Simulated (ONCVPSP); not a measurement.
# Ag (Z = 47): one change to an ONCV potential, before and after

```
Element                 : silver
Generator               : ONCVPSP 4.0.1
Type                    : optimised norm-conserving Vanderbilt (ONCV)
Functional              : PBEsol
Relativity              : fully relativistic
Frozen core             : [Ar] 3d10
Valence charge          : 19
Reference configuration : 4s2 4p6 4d10 5s1
Partial waves           : 4s+5s: rc 1.45 bohr, ncon 3, nbas 7, qcut 6.6 1/bohr, 3 projectors, debl 2.5 Ha; 4p: rc 1.55 bohr, ncon 4, nbas 7, qcut 9.7 1/bohr, 2 projectors, debl 2.9 Ha; 4d: rc 1.90 bohr, ncon 4, nbas 8, qcut 7.5 1/bohr, 2 projectors, debl 2.8 Ha
Local potential         : polynomial inside 1.20 bohr (lpopt 5, dvloc0 -1 Ha)
Core correction         : polynomial model core, fcfact 0.35
```

Open shells are filled in proportion to 2j + 1.

All-electron outer shells of the reference configuration (PBEsol, scalar-relativistic, ld1.x):

| shell | level (eV) | outermost node (bohr) | outermost maximum (bohr) |
| --- | --- | --- | --- |
| 3d | -358.49 | – | 0.27 |
| 4s | -94.97 | 0.44 | 0.82 |
| 4p | -58.51 | 0.44 | 0.87 |
| 4d | -7.45 | 0.43 | 1.04 |
| 5s | -4.42 | 1.11 | 2.49 |

Change: s: qcut 10.

Cutoffs: the cutoffs (Ha) at which the residual kinetic energy of the hardest occupied pseudo-wave falls to 1 and 0.1 mHa per electron; they do not see the model core or the augmentation charge, which bear on the density cutoff. Errors are all-electron minus pseudo energies relative to the spin-unpolarised reference configuration.

**Question.** How do hardness, ghosts and transferability respond?

**Answer.** The potential gets harder (23 Ha and 29 Ha → 33 Ha and 39 Ha); of the 4 tests that both files solve, the error grows in 1 and shrinks in 0 by more than 15 % and 0.3 meV (median size 4.8 → 5.1 meV); neither file shows a bound ghost. The waves are optimised to have the least kinetic energy above qcut, so the cutoff follows it (qcut²/2 in Ha).

```csv
quantity,base,changed
"cutoff, loose",23 Ha,33 Ha
"cutoff, tight",29 Ha,39 Ha
loose cutoff by channel,"s 17 Ha, p 19 Ha, d 23 Ha","s 33 Ha, p 19 Ha, d 23 Ha"
bound ghosts,none,none
GHOST(+) flags under 300 eV,none,none
"error for 4s2 4p6 4d10 5s0, meV [ΔE 7.75 eV]",+0.4,+1.3
"error for 4s2 4p6 4d9 5s0, meV [ΔE 29.86 eV]",+2.2,+2.5
"error for 4s2 4p6 4d8 5s0, meV [ΔE 66.04 eV]",+39,+39
"error for 4s2 4p6 4d9 5s1 5p1, meV [ΔE 8.60 eV]",+7.3,+7.8
s: phases at 1.47 bohr within 0.05 rad from the reference energy up to (Ha; the scan ends near 5),to the end of the scan,to the end of the scan
p3/2: phases at 1.57 bohr within 0.05 rad from the reference energy up to (Ha; the scan ends near 5),to the end of the scan,to the end of the scan
p1/2: phases at 1.57 bohr within 0.05 rad from the reference energy up to (Ha; the scan ends near 5),to the end of the scan,to the end of the scan
d5/2: phases at 1.93 bohr within 0.05 rad from the reference energy up to (Ha; the scan ends near 5),to the end of the scan,to the end of the scan
d3/2: phases at 1.93 bohr within 0.05 rad from the reference energy up to (Ha; the scan ends near 5),to the end of the scan,to the end of the scan
"rms error of d²Exc/dni dnj with the model core, mHa",3.33,4.06
```
